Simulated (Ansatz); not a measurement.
Si(F)(OH)(SH)2 (FH3OS2Si), SMILES O[Si](F)(S)S.

The structure is a stationary point at PBE-D3(BJ)/def2-SVP. The structure was generated by enumeration, and PubChem lists no compound with its InChIKey, so it may never have been made. One conformer was computed; it need not be the lowest.

Two levels are set side by side: PBE/def2-SVPD (Ansatz, an electronic-structure program) and PBE0/def2-SVPD (Ansatz). Energy differences of separate SCF runs at the same geometry; the states with an electron removed or added have multiplicity 2 and 2. Differences are taken from unrounded values.

```json
[
 {"quantity": "vertical ionisation energy (eV)", "PBE0": "10.03"},
 {"quantity": "vertical singlet–triplet gap (eV)", "PBE0": "5.89"}
]
```

Task: What does PBE give, and how far is it from PBE0? (Estimate from the structure and the level; the computed values follow.)

Result: 
```
quantity                            PBE  PBE minus PBE0
---------------------------------  ----  --------------
vertical ionisation energy (eV)    9.61           -0.42
vertical singlet–triplet gap (eV)  5.57           -0.32
```
